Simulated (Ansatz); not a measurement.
Total energies of the cluster Li5H4 from Ansatz at PBE0-D4/def2-TZVP, gas phase (1 Eh = 27.2114 eV = 2625.5 kJ/mol). The reference geometry is relaxed at PBE-D4/def2-TZVP.

```xyz
9

Li   -0.5383   -1.8912    0.6291
Li   -0.4256    0.4384    1.9661
Li   -0.4605    1.9491   -0.5951
Li   -0.5889   -0.4164   -1.9566
Li    1.2604    0.1781   -0.4224
H     0.5094    1.3369    0.7925
H     0.3660   -1.3892   -0.7803
H     0.4209    1.0308   -1.8242
H    -0.5433   -1.2365    2.1909
```

```
                 state   geometry  energy (Eh)
      charge 0 doublet  reference    -39.92908
      charge 1 singlet  reference    -39.75907
free Li atom (doublet)          –     -7.46705
 free H atom (doublet)          –     -0.50104
```

Question: Work out the vertical ionisation energy to the singlet.

Answer: E(charge 1 singlet) − E(charge 0 doublet) = -39.75907 − (-39.92908) = 0.17001 Eh = 4.63 eV. For comparison, −ε of the highest occupied level of the spin that leaves is 3.07 eV at this level, 1.56 eV less.

Question: What is the binding energy per atom against free atoms?

Answer: Atoms: 5 × (-7.46705) + 4 × (-0.50104) = -39.33941 Eh. Binding: -39.33941 − (-39.92908) = 0.58967 Eh = 16.05 eV, or 1.78 eV for each of 9 atoms (no zero-point energy, no counterpoise term).

The structure comes from a short search, and lower isomers may exist.
